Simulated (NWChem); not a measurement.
System: SiNH₄O₂Cl; SMILES N[Si](O)(O)Cl

The following NWChem deck was run.

```
start job
memory heap 200 mb stack 900 mb global 1100 mb
geometry units angstroms noautosym nocenter noautoz
  N      1.637800     0.820252    -0.128710
  Si     0.000887     0.368698    -0.025264
  O     -0.758694     0.907295     1.337861
  O     -0.894946     0.958240    -1.273028
  Cl     0.014381    -1.702727    -0.036429
  H      2.308678     0.170403    -0.519972
  H      1.890897     1.784642    -0.312230
  H     -0.363517     0.647649     2.175344
  H     -1.845223     0.992740    -1.124533
end
basis spherical
  N library 6-31g*
  Si library 6-31g*
  O library 6-31g*
  Cl library 6-31g*
  H library 6-31g*
end
dft
  xc pbe0
  iterations 150
end
cosmo
  do_cosmo_smd true
  solvent water
end
task dft energy
```

Geometry: optimised at PBE0/def2-SVP. Solvent: water.

Level: PBE0/6-31G* with SMD (1 M gas to 1 M solution), gas-phase geometry. Reactions with the solvent are ignored.

Predict the main results of this run. (PBE0/6-31G* (spherical d), SMD on the gas-phase geometry.) Quantities: solvation free energy (kcal/mol); cavity-dispersion-structure term (kcal/mol); dipole in solution (D).

The solvation free energy (kcal/mol) comes out as -11.6. The cavity-dispersion-structure term (kcal/mol) is 3.0 and the dipole in solution (D) is 2.22.
